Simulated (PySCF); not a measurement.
BGeH₅OSi, AlBGeH₅O, CH₈GeOSi (calculated)

Calculation on a computer-drawn molecule: the log of a Hartree-Fock and frozen-core CCSD(T) single point meant for a local Hartree-Fock minimum, with one planted fault or none, to be diagnosed. Offsets are logged minus clean, where the clean run is the same molecule without the fault. The reference is restricted for singlets and unrestricted otherwise, and also for a bond in bohr or an excited solution. Adding or removing an electron swaps singlet and doublet. The excited solution moves the top pair (singlet) or top alpha electron (doublet) to the lowest empty orbital. Highest occupied and lowest empty are orbital energies over both spins, largest force is the largest gradient component, triples share is (T) over the correlation energy, the T1 limit is 0.02 restricted and 0.045 unrestricted, electrons count all cores, a negative frequency is imaginary (commonest isotopes), and the dipole is about the centre of nuclear charge; on germanium a core potential holds 10 electrons, which the energies leave out, and 3d is frozen in MP2 and coupled-cluster steps. Program: PySCF 2.14.0.

Common to all runs: meant charge 0; meant basis cc-pV(D+d)Z; meant basis and core potential on germanium cc-pVDZ-PP ECP10MDF; logged SCF converged yes; logged CC converged yes; logged SCF stable within its kind yes; possible faults no fault, one electron removed, one electron added, multiplicity raised by two, geometry at a saddle point, SCF held on an excited solution, minimal basis STO-3G, one bond length entered in bohr, all coordinates scaled.

(1) BGeH₅OSi

Logged structure:
```xyz
9
BGeH5OSi
O     -2.1884     1.1463     0.2475
B     -0.8949     1.0013     0.6267
Si    -0.1229    -0.8665     0.9853
Ge     0.3297     2.7154     0.9137
H     -2.4722     2.0351     0.0896
H      0.4151    -0.9701    -0.4318
H     -0.1459     3.8864     0.0315
H      1.8052     2.4453     0.5845
H      0.2714     3.1912     2.3750
```

| Item | Value |
| --- | --- |
| meant multiplicity | 1 |
| logged electrons | 63 |
| logged basis functions | 99 |
| logged spin squared | 0.8011 |
| logged highest occupied | -15.45 eV |
| logged lowest empty | -6.3277 eV |
| logged largest force | 0.055361 hartree/bohr |
| logged T1 diagnostic | 0.027137 |
| logged D1 diagnostic | 0.11311 |
| logged triples share | 0.030558 |
| logged dipole magnitude | 5.6512 debye |
| logged energy HF | -684.46629 hartree |
| logged energy CCSD(T) | -684.96268 hartree |
| planted fault | one electron removed |
| HF energy offset from clean run | 168.3 kcal/mol |
| CCSD(T) energy offset from clean run | 183.4 kcal/mol |

Drawn bonds:
```tsv
atom	other atom	order
1	2	1
2	3	1
2	4	1
1	5	1
3	6	1
4	7	1
4	8	1
4	9	1
```

(2) BGeH₅OSi

Structure as in entry 1.

| Quantity | Value |
| --- | --- |
| meant multiplicity | 1 |
| logged electrons | 64 |
| logged basis functions | 99 |
| logged spin squared | 0 |
| logged highest occupied | -8.3286 eV |
| logged lowest empty | 0.42216 eV |
| logged largest force | 4.763e-06 hartree/bohr |
| logged lowest frequency | 26.555 cm⁻¹ |
| logged T1 diagnostic | 0.017048 |
| logged D1 diagnostic | 0.055455 |
| logged triples share | 0.028089 |
| logged dipole magnitude | 1.7596 debye |
| logged energy HF | -684.73457 hartree |
| logged energy CCSD(T) | -685.25492 hartree |
| planted fault | no fault |
| HF energy offset from clean run | 0 kcal/mol |
| CCSD(T) energy offset from clean run | 0 kcal/mol |

Drawn bonds:
```tsv
atom	other atom	order
1	2	1
2	3	1
2	4	1
1	5	1
3	6	1
4	7	1
4	8	1
4	9	1
```

(3) AlBGeH₅O

Logged structure:
```xyz
9
AlBGeH5O
O      0.7320     2.5100    -1.4683
B      0.3057     1.3735    -1.4898
Al    -0.4012    -0.3752    -1.5121
Ge    -1.4633    -1.1426     0.4012
H      1.5627     2.6063    -1.1923
H     -0.2330    -1.1547    -2.7408
H     -1.4432    -0.1751     1.4501
H     -0.8521    -2.3225     0.9213
H     -2.8328    -1.4671     0.1681
```

| Property | Result |
| --- | --- |
| meant multiplicity | 2 |
| logged electrons | 63 |
| logged basis functions | 99 |
| logged spin squared | 0.7575 |
| logged highest occupied | -7.1318 eV |
| logged lowest empty | 1.2022 eV |
| logged largest force | 0.10363 hartree/bohr |
| logged T1 diagnostic | 0.016251 |
| logged D1 diagnostic | 0.050548 |
| logged triples share | 0.025191 |
| logged dipole magnitude | 3.7743 debye |
| logged energy HF | -637.69595 hartree |
| logged energy CCSD(T) | -638.16625 hartree |
| planted fault | all coordinates scaled, by -7.3 % |
| HF energy offset from clean run | 31.57 kcal/mol |
| CCSD(T) energy offset from clean run | 35.65 kcal/mol |

Drawn bonds:
```tsv
atom	other atom	order
1	2	1
2	3	1
3	4	1
1	5	1
3	6	1
4	7	1
4	8	1
4	9	1
```

(4) AlBGeH₅O

Logged structure:
```xyz
9
AlBGeH5O
O      0.7897     2.7077    -1.5840
B      0.3298     1.4817    -1.6072
Al    -0.4328    -0.4047    -1.6312
Ge    -1.5785    -1.2326     0.4328
H      1.6858     2.8115    -1.2862
H     -0.2514    -1.2456    -2.9566
H     -1.5569    -0.1889     1.5643
H     -0.9192    -2.5054     0.9939
H     -3.0558    -1.5826     0.1813
```

| Quantity | Value |
| --- | --- |
| meant multiplicity | 2 |
| logged electrons | 62 |
| logged basis functions | 99 |
| logged spin squared | 0 |
| logged highest occupied | -14.517 eV |
| logged lowest empty | -5.5216 eV |
| logged largest force | 0.10333 hartree/bohr |
| logged T1 diagnostic | 0.018175 |
| logged D1 diagnostic | 0.052485 |
| logged triples share | 0.027342 |
| logged dipole magnitude | 9.4941 debye |
| logged energy HF | -637.51467 hartree |
| logged energy CCSD(T) | -637.98087 hartree |
| planted fault | one electron removed |
| HF energy offset from clean run | 145.3 kcal/mol |
| CCSD(T) energy offset from clean run | 152 kcal/mol |

Drawn bonds:
```tsv
atom	other atom	order
1	2	1
2	3	1
3	4	1
1	5	1
3	6	1
4	7	1
4	8	1
4	9	1
```

(5) CH₈GeOSi

Logged structure:
```xyz
12
CH8GeOSi
O     -2.3319     1.5380    -1.7851
C     -1.2503     2.4349    -1.8985
Ge     0.4890     1.4763    -1.9540
Si     0.6217    -0.0533    -0.1027
H     -2.4299     1.0602    -2.5951
H     -1.3612     3.0952    -2.7649
H     -1.2752     3.0677    -1.0115
H      1.6469     2.4878    -1.9351
H      0.5699     0.6956    -3.2801
H      1.9861    -0.6250    -0.0002
H     -0.3443    -1.1610    -0.2852
H      0.3085     0.6585     1.1593
```

| Property | Result |
| --- | --- |
| meant multiplicity | 1 |
| logged electrons | 68 |
| logged basis functions | 114 |
| logged spin squared | 0 |
| logged highest occupied | -10.25 eV |
| logged lowest empty | 3.6021 eV |
| logged largest force | 5.612e-06 hartree/bohr |
| logged lowest frequency | 44.296 cm⁻¹ |
| logged T1 diagnostic | 0.01117 |
| logged D1 diagnostic | 0.028385 |
| logged triples share | 0.024774 |
| logged dipole magnitude | 1.3378 debye |
| logged energy HF | -699.68305 hartree |
| logged energy CCSD(T) | -700.29408 hartree |
| planted fault | no fault |
| HF energy offset from clean run | 0 kcal/mol |
| CCSD(T) energy offset from clean run | 0 kcal/mol |

Drawn bonds:
```tsv
atom	other atom	order
1	2	1
2	3	1
3	4	1
1	5	1
2	6	1
2	7	1
3	8	1
3	9	1
4	10	1
4	11	1
4	12	1
```
